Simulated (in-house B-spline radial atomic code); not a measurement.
RPA and G0W0 on r2SCAN: In8+

Configuration [Kr] 4d5, highest spin, mean-field start r2SCAN. Computed with a B-spline radial code for spherical atoms: all electrons, scalar-relativistic (spin-free one-electron X2C), finite nucleus, each spin shell either full or empty, empty states to l = 9 with an (l + 1/2)⁻⁴ tail; G0W0 by contour deformation at full frequency.

Command:
```bash
python run_gw.py task.json out
```
Settings (radii: box in bohr, nucleus in fm):
```
Z                        49
electrons                41
configuration            [Kr] 4d5
hamiltonian              x2c
method                   r2scan
lmax                     9
rms_radius               4.6156
spin_polarised           True
box_radius               7.7
intervals                66
```

Run time, properties included: 4.9 s on 1 thread of Arm Neoverse N1, with other jobs on the host.

Energies (hartree):

```json
{"term": "mean-field total", "value": "-5862.08894"}
{"term": "Hartree-Fock functional on these orbitals", "value": "-5859.82024"}
{"term": "direct second order", "value": "-3.516"}
{"term": "second-order exchange", "value": "1.0081"}
{"term": "SOSEX correction", "value": "0.9527"}
```

Q: What is the RPA correlation energy, and what remains with SOSEX?

A: RPA gives -3.1735 hartree (-2.11 eV per electron); RPA + SOSEX gives -2.2208, and the second-order doubles -2.5079 hartree (no singles). SOSEX takes back 30 % of the RPA value.

Quasi-particle levels (eV):

| level | occupied | mean field | Σx - vxc | Σc | QP weight | G0W0 |
| --- | --- | --- | --- | --- | --- | --- |
| 4d up | yes | -147.77 | -10.40 | ? | ? | ? |
| 4p down | yes | -206.93 | -10.53 | -0.55 | 0.963 | -218.01 |
| 4d down | no | -139.72 | 12.60 | -3.98 | 0.970 | -131.10 |

G0W0 = mean field + (Σx - vxc) + Σc, with Σc (partial-wave tail included) taken at the quasi-particle energy. Only the outer levels were computed. Levels of low weight are left out.

Q: Where does G0W0 put 4d up?

A: At -158.28 eV, with Σc = -0.12 eV and a quasi-particle weight of 0.970. The tabulated removal energy is 156 ± 2.2 eV (NIST, tabulated theory); the calculation leaves out spin-orbit coupling, Breit and QED terms, and what these don't explain is the method's own error.
